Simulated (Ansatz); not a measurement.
A nudged elastic band was laid between two geometries of CH₆BFSi (10 atoms, charge 0, multiplicity 1).

Level of theory: Ansatz 0.2.0, RKS BHLYP/def2-SVP.

- movable images: 5
- climbing image: from the first iteration
- spring: 5.0 eV/Å²
- optimiser: lbfgs
- start path: IDPP
- force threshold: 0.03 eV/Å
- iteration limit: 60
- end points: relaxed

Initial state:

```xyz
10
Properties=species:S:1:pos:R:3
B -0.702 1.518 -0.708
Si 0.130 -0.318 -0.699
C 0.405 -0.897 1.091
F 1.108 0.088 1.759
H -0.486 2.318 -1.574
H -1.478 1.828 0.151
H 1.419 -0.387 -1.430
H -0.820 -1.265 -1.350
H -0.549 -1.052 1.608
H 0.972 -1.832 1.153
```

Final state:

```xyz
10
Properties=species:S:1:pos:R:3
B -0.705 1.516 -0.710
Si 0.127 -0.320 -0.697
C 0.410 -0.894 1.093
F 1.118 0.093 1.753
H -1.469 1.835 0.156
H -0.503 2.306 -1.588
H 1.413 -0.390 -1.433
H -0.825 -1.269 -1.343
H -0.541 -1.048 1.616
H 0.976 -1.829 1.154
```

What changes between the two ends?

No bond is made or broken. The dihedral H5–B1–Si2–C3 goes from 148 to -34°. The two ends are copies of one structure, up to a mirror image or an exchange of like atoms.

What energy profile does the band end with?

The run converged. The highest image is number 3 of 0 to 6, 0.034 eV above the ends, which have the same energy within 2 meV. Another band between the same ends (5 images) ends at a top of the same energy, where a vibrational analysis finds 1 clearly imaginary mode.

```csv
image,path coordinate (Å),energy (eV),dihedral H5–B1–Si2–C3 (°)
0,0.00,0.000,148
1,0.65,0.006,120
2,1.30,0.024,92
3,1.94,0.034,67
4,2.75,0.018,34
5,3.56,0.007,0
6,4.37,0.000,-34
```

What is the geometry of the highest image?


```xyz
10
Properties=species:S:1:pos:R:3
B -0.892 1.404 -0.734
Si -0.075 -0.442 -0.660
C 0.655 -0.717 1.081
F 1.473 0.341 1.412
H -0.181 2.364 -0.655
H -2.070 1.591 -0.843
H 1.021 -0.552 -1.657
H -1.035 -1.550 -0.905
H -0.136 -0.797 1.835
H 1.240 -1.642 1.125
```

Run time: 6.1 min on 1 thread of Intel(R) Xeon(R) Platinum 8488C (Sapphire Rapids), on a shared host, peak memory 0.27 GiB.
